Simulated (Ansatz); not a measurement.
`C[Se]C[SiH3]` → `C[Se][SiH3]` + `[CH2]` (triplet) at 600 K and 1 bar (formal loss of a carbene).

Computed with Ansatz on PBE0-D4/def2-TZVP structures; ΔE is electronic, products minus reactants. CBS: MP2 limit from def2 TZ/QZ plus the TZ coupled-cluster correction, frozen cores. This one scheme is used for every species. Triplets are unrestricted, without spin–orbit coupling. For Se outer-core shells are correlated without core-valence functions, which leaves a few kJ/mol of doubt a bond. Scalar relativity is left out up to krypton. Each species was taken in one conformer, which may not be the lowest.

```tsv
species	CCSD(T)/CBS energy (Eh)	H − E (kJ/mol)	S (J/(mol·K))
`C[Se]C[SiH3]`	-2770.69677	300.4	466.8
`C[Se][SiH3]`	-2731.45956	216.2	403.0
`[CH2]` (triplet)	-39.09499	66.5	220.8
```

H − E and S are ideal-gas, rigid-rotor, harmonic terms from PBE0-D4/def2-TZVP, for one conformer and one mirror image of each species, with the whole ground term of open shells counted as degenerate. 1 Eh = 2625.50 kJ/mol, R = 8.31446 J/(mol·K).

Problem. By hand: ΔE, ΔH, ΔS and ΔG.

Solution. ΔE = (-2731.45956) + (-39.09499) − (-2770.69677) = 0.14222 Eh = 373.4 kJ/mol. Δ(H − E) = 216.2 + 66.5 − 300.4 = -17.7, so ΔH = 355.7 kJ/mol. ΔS = 403.0 + 220.8 − 466.8 = 157.0 J/(mol·K). ΔG = 355.7 − 600 × (157.0)/1000 = 261.5 kJ/mol.

Problem. By hand: the equilibrium constant, and the temperature at which ΔG would vanish if ΔH and ΔS stayed fixed.

Solution. log₁₀ K = −ΔG/(RT ln 10) = -22.8. ΔG = 0 at ΔH/ΔS = 2266 K.

The number of gas molecules changes by +1, which sets the sign of ΔS. A doubt of 5 kJ/mol in ΔE shifts log₁₀ K by 0.4 here. Other conformers and mirror images would add mixing entropy, several J/(mol·K) or more a flexible species. Modes under 60 cm⁻¹, often nearly free rotors, make the harmonic entropy too high. A triplet takes part, so the spin changes. These are equilibria of isolated gas molecules and say nothing of rates. Largest T1 diagnostic: 0.011 (customary marks: 0.02 for closed shells, 0.045 for open ones).
